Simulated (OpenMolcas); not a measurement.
**W2+ in a point-charge field**

W2+ among 6 point charges of -1.5 e arranged as an octahedron (Oh), 2.27 Å from the ion.

```json
{"Program": "OpenMolcas 26.06", "Method": "SS-CASPT2, IPEA 0.25 Eh, imaginary shift 0.1 Eh (closed shells correlated: 4f 5s 5p)", "Basis": "ANO-RCC-VTZP [8s7p5d3f2g1h]", "Scalar Hamiltonian": "DKH2, point nucleus", "Active space": "4 electrons in 5 orbitals (5d)", "State averaging": "2S+1 = 5 even, 5 roots; 2S+1 = 3 even, 45 roots; 2S+1 = 1 even, 50 roots", "Spin-orbit coupling": "state interaction with AMFI integrals over the reference wave functions"}
```

The lowest spin-free states (labels of O, the rotations of Oh), above the lowest:

```tsv
State	Degeneracy	E (cm-1)	Free-ion L (%)
5E	2	0	D (100)
3T1	3	3960	H (44)
5T2	3	9800	D (100)
1T2	3	10090	G (52)
1E	2	10290	I (67)
3T1	3	10910	H (45)
3T2	3	11810	F (54)
3E	2	12190	H (90)
3A2	1	13010	F (100)
3A1	1	13620	G (100)
1A1	1	13930	G (41)
3E	2	16190	G (59)
1T2	3	17720	I (61)
1E	2	17780	D (56)
1A2	1	18100	I (94)
1T1	3	18790	G (45)
3T1	3	19290	H (47)
3T2	3	20990	H (37)
3T2	3	23290	D (41)
3T1	3	23630	F (42)
```

The lowest levels with spin-orbit coupling:

| E (cm-1) | Degeneracy | Label | 2S+1 |
| --- | --- | --- | --- |
| 0 | 1 | A1 | 5 (51 %) |
| 2230 | 3 | T1 | 5 (72 %) |
| 3630 | 2 | E | 5 (85 %) |
| 4130 | 3 | T2 | 5 (88 %) |
| 4770 | 1 | A2 | 5 |
| 7970 | 1 | A1 | 3 (47 %) |
| 8020 | 3 | T2 | 3 (73 %) |
| 8730 | 2 | E | 3 (78 %) |
| 8850 | 3 | T1 | 3 (75 %) |
| 11420 | 1 | A1 | 5 (50 %) |
| 11920 | 3 | T1 | 5 (53 %) |
| 11950 | 2 | E | 3 (57 %) |
| 12160 | 3 | T2 | 3 (59 %) |
| 12920 | 3 | T1 | 5 (59 %) |
| 12920 | 3 | T2 | 5 (81 %) |
| 15170 | 3 | T2 | 5 (42 %) |
| 15560 | 2 | E | 1 (55 %) |
| 16020 | 3 | T1 | 3 (76 %) |
| 16550 | 3 | T2 | 3 |
| 16580 | 3 | T1 | 3 (78 %) |

Powder χT (cm3 K/mol): 0.00169 at 2 K, 0.00844 at 10 K, 0.0422 at 50 K, 0.0844 at 100 K, 0.169 at 200 K, 0.253 at 300 K. The effective moment at 300 K is 2.828 √(χT) = 1.42 μB.

Roots that are degenerate in the reference are averaged as groups; the widest CASPT2 spread within a group is 360 cm-1 (the 3-fold group of multiplicity 3 near 11800 cm-1 above the lowest state of its run). Shifts and gaps below about the spread of the groups concerned are not significant. Spin-orbit coupling mixes the spin-free states strongly: the lowest level takes only 45 % from its leading state, 5E. This shell can be high or low spin here, a state of another spin lies low, and with metal d orbitals alone active their balance is uncertain, so the ground spin may be wrong. Point charges give a weaker field than real ligands, and real ions of this kind are as a rule low spin; the high spin found here belongs to the model. Free-ion shares, where given, are those of the reference states; single-state CASPT2 does not remix them. This is an electrostatic model: the charges have no orbitals. No measured value stands beside these numbers.
